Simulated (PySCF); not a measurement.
BeClH3OSi.

```xyz
7

Be     0.0000     0.0000     0.7400
Cl     0.0000     0.0000     2.5499
O      0.0000     0.0000    -0.6679
Si     0.0000     0.0000    -2.3205
H     -1.2165    -0.7024    -2.8254
H      1.2165    -0.7024    -2.8254
H      0.0000     1.4047    -2.8254
```

Coordinates come from a PBE0-D3(BJ)/def2-SVP optimisation. The values are those of a single conformer.

The numbers are results of PySCF with KT2/pcSseg-2, not measurements. Non-relativistic, no solvent.

Computed absolute GIAO shielding of each atom: isotropic value and principal components (ppm):
```
atom  σ(iso)    σ11    σ22     σ33   span
----  ------  -----  -----  ------  -----
Be1    102.1   69.9   69.9   166.5   96.6
Cl2   1031.2  972.1  972.1  1149.4  177.2
O3     290.0  262.0  262.0   346.1   84.1
Si4    390.0  346.2  346.2   477.7  131.5
H5      25.9   22.9   24.2    30.5    7.7
H6      25.9   22.9   24.2    30.5    7.7
H7      25.9   22.9   24.2    30.5    7.7
```
